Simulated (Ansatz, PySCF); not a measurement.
Be (SMILES [Be]), singlet. Base run: BHANDHLYP/STO-3G (PySCF).

PySCF was given this input:
```python
from pyscf import gto, scf, dft

mol = gto.Mole()
mol.atom = '''
    Be    0.00000000    0.00000000    0.00000000
'''
mol.basis = 'sto-3g'
mol.verbose = 3
mol.build()

mf = dft.RKS(mol)
mf.xc = 'bhandhlyp'
mf.kernel()
```

The same geometry, method and basis name were run in Ansatz (a quantum-chemistry and plane-wave program) and PySCF, at each program's defaults and at the settings that a row names. The base is PySCF at its defaults. Differences at the defaults can come from grids, fitting, cores and function types together.

```
code and settings                                                               ΔE vs base (mEh)  basis functions     E (Eh)  SCF cycles
------------------------------------------------------------------------------  ----------------  ---------------  ---------  ----------
PySCF, defaults (exact integrals, its default grid, spherical functions)                   0.000                5  -14.44385           2
Ansatz, defaults (factorised integrals, its default grid, spherical functions)             0.000                5  -14.44385           -
PySCF, density fitting with def2-universal-jkfit                                          -0.208                5  -14.44406           2
PySCF, fine grid                                                                           0.000                5  -14.44385           2
Ansatz, high accuracy                                                                      0.000                5  -14.44385           -
```
